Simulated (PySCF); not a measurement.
Si(CCH)3(F) (C6H3FSi), SMILES C#C[Si](F)(C#C)C#C. Heavy atoms are numbered as in [CH:1]#[C:2][Si:3]([F:4])([C:5]#[CH:6])[C:7]#[CH:8]. Hydrogens are named by the atom that carries them.

Geometry: PBE-D3(BJ)/def2-SVP.

The numbers are results of PySCF with PBE0/def2-TZVP, not measurements.

ESP charges are fitted to the potential on shells at 1.4 to 2.0 van der Waals radii. Atomic charges (e), one atom of each kind:

```csv
atom,Mulliken,ESP fit
C1 (CH),-0.13,-0.26
C2,-0.19,-0.27
Si3,0.67,1.02
F4,-0.31,-0.32
H on C1,0.19,0.30
```

Computed Mayer and Wiberg (Löwdin basis) orders of the bonds:
| bond | Mayer | Wiberg |
|---|---|---|
| C1–C2 | 2.65 | 2.97 |
| C2–Si3 | 1.04 | 1.09 |
| Si3–F4 | 1.12 | 1.63 |
| Si3–C5 | 1.04 | 1.09 |
| C5–C6 | 2.65 | 2.97 |
| Si3–C7 | 1.04 | 1.09 |
| C7–C8 | 2.65 | 2.97 |
